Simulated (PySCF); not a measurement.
Structure problem from calculated spectra and properties.

Formula: CH9NO2Si3.

| Quantity | Value |
| --- | --- |
| 1H NMR | chemical shifts (computed TMS as zero) by class: 7.01 (1 H), 5.03 (2 H), 4.85 (6 H) ppm [GIAO PBE0/pcSseg-1] |
| Dipole | 1.42 D [PBE0/pcSseg-1] |
| 13C NMR | chemical shifts (computed TMS as zero) by class: 189.4 (1 C) ppm [GIAO PBE0/pcSseg-1] |
| NMR, other nuclei | isotropic shieldings of nuclei other than C and H, by class: 292 (1 N), -173 (1 O), 100 (1 O), 399 (2 Si), 404 (1 Si) ppm [GIAO PBE0/pcSseg-1] |
| Rotational structure | rotational constants A, B, C: 2.536, 0.953, 0.710 GHz [GFN2-xTB] |

Electronic properties: PySCF, gas phase, density fitting. Levels stand in brackets. The structure is a single GFN2-xTB conformer in the gas phase; no vibrational or solvent corrections. NMR classes are plain means over equivalent atoms (diastereotopic ones count apart unless rotation or inversion swaps them), as if these changed places fast.

Problem. What is the compound? Reason from the data.

Solution. Numbering: `[O:1]=[C:2]([OH:3])[SiH2:4][N:5]([SiH3:6])[SiH3:7]`. Its formula, CH9NO2Si3, gives 1 degree of unsaturation: 0 rings and 1 π bond in the structure found. The one carbon: carbonyl carbon [C2] (189.4 ppm). Hydrogen classes from least to most shielded: 1 H on an acid hydroxyl oxygen, O3 (7.01 ppm), 2 H on an SiH2 silicon, Si4 (5.03 ppm), 6 H on 2 SiH3 silicons, Si6/Si7 (4.85 ppm, a mean of values up to 0.5 ppm apart in this geometry). The other shieldings belong to: 292 ppm, nitrogen bridging silicon atoms [N5]; -173 ppm, acid carbonyl oxygen [O1]; 100 ppm, acid hydroxyl oxygen [O3]; 399 ppm, SiH3 silicon [Si6/Si7]; 404 ppm, SiH2 silicon [Si4]. By its constants the optimised geometry is an asymmetric top. Structure: `O=C(O)[SiH2]N([SiH3])[SiH3]`. The assignments are read from this structure; whether some other isomer fits the data as well wasn't checked.

The values belong to the conformer `[O:1]=[C:2]([OH:3])[SiH2:4][N:5]([SiH3:6])[SiH3:7]`: O1–C2–Si4–N5 1°, C2–Si4–N5–Si6 -2°, H–O3–C2–O1 0°.
